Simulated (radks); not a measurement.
The numbers below are computed, except where a source is named.
Polarisability of neutral scandium, [Ar] 3d1 4s2, at imaginary frequency. Level of theory: non-relativistic Kohn-Sham, LDA (Slater exchange, VWN5 correlation), spin-polarised, spherical densities, point nucleus; open shells are filled with parallel spins first (a radial shooting solver on a logarithmic mesh with Libxc functionals). Response by self-consistent Sternheimer equations with the Hartree and adiabatic LDA kernel.

| w (hartree) | alpha1(iw) (bohr^3) |
|---|---|
| 0.00266 | 116.8 |
| 0.0143 | 115.5 |
| 0.0360 | 108.8 |
| 0.0697 | 91.81 |
| 0.118 | 66.35 |
| 0.186 | 41.84 |
| 0.280 | 24.52 |
| 0.413 | 14.13 |
| 0.605 | 8.228 |
| 0.892 | 4.840 |
| 1.35 | 2.773 |
| 2.12 | 1.442 |
| 3.59 | 0.6245 |
| 6.94 | 0.2058 |
| 17.5 | 0.04303 |

Static values: alpha1 = 116.8 bohr^3 (17.31 angstrom^3; uncoupled 224.9). C6 = 1431, triple-dipole C9 = 121800 atomic units. One-pole (London) frequency 4 C6 / (3 alpha1^2) = 0.140 hartree, against 0.141 for minus the highest occupied eigenvalue. The dipole shielding factor is 1.000, as the force sum rule N/Z = 1.000 demands. Recommended static value: 97 bohr^3 (Schwerdtfeger and Nagle, 2023 table).
